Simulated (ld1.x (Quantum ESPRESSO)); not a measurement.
**bismuth (Bi), TM: configuration errors across variants**

- Element: Bi (Z = 83)
- Generator: ld1.x (Quantum ESPRESSO) 7.5
- Type: norm-conserving Troullier–Martins (Kleinman–Bylander form)
- Functional: PBE
- Relativity: fully relativistic
- Frozen core: [Xe] 4f14
- Valence charge: 15
- Reference configuration: 5d10 6s2 6p3
- Partial waves: 6s (bound): rc 1.55 bohr; 5d (bound): rc 1.25 bohr; 6p (bound): rc 2.55 bohr
- Local potential: the p channel
- Core correction: a·sin(br)/r model core, default radius (core density twice the valence density)

Open shells are filled in proportion to 2j + 1 (rel_dist='average').

All-electron excitation energies from the reference (eV): (1) 5d10 6s2 6p2 8.059; (2) 5d10 6s2 6p1 23.484; (3) 5d10 6s2 6p0 47.046; (4) 5d10 6s1 6p3 18.648; (5) 5d10 6s2 6p3.3 -1.135; (6) 5d10 6s0 6p5 20.036; (7) 5d9 6s2 6p3 33.179.

The default core radius of the base comes out at 0.86 bohr.

3 further variants failed, have other tests or another functional or relativity, and are left out.

The file “base” misses its own reference levels by 1.4 eV. The file “all radii but the core radius scaled by about 1.08 (s 1.68, p 2.76, d 1.34 bohr)” misses its own reference levels by 1.4 eV. The file “wave 6p (bound): rc 2.55 bohr becomes 6p (bound): rc 2.52 bohr” misses its own reference levels by 1.4 eV. The file “wave 6s (bound): rc 1.55 bohr becomes 6s (bound): rc 1.46 bohr” misses its own reference levels by 1.4 eV. The file “core correction a·sin(br)/r model core inside 1.04 bohr” misses its own reference levels by 1.4 eV.

Errors AE − PS in meV (a dash: test not solved or not reliable):

| change | (1) | (2) | (3) | (4) | (5) | (6) | (7) | bound ghosts |
| --- | --- | --- | --- | --- | --- | --- | --- | --- |
| base | +113 | +231 | +346 | +0.4 | -35 | -270 | -167 | none |
| all radii but the core radius scaled by about 1.08 (s 1.68, p 2.76, d 1.34 bohr) | +114 | +233 | +347 | +4.0 | -35 | -251 | -161 | none |
| wave 6p (bound): rc 2.55 bohr becomes 6p (bound): rc 2.52 bohr | +113 | +231 | +346 | +0.4 | -35 | -270 | -167 | none |
| wave 6s (bound): rc 1.55 bohr becomes 6s (bound): rc 1.46 bohr | +113 | +230 | +343 | -2.7 | -35 | -289 | -161 | none |
| core correction a·sin(br)/r model core inside 1.04 bohr | +113 | +231 | +346 | +0.5 | -35 | -269 | -167 | none |

(1) Give the same row for: wave 5d (bound): rc 1.25 bohr becomes 5d (bound): rc 1.34 bohr.

Results:

(1) +113, +231, +346, +0.4, -35, -270, -168; bound ghosts: none.
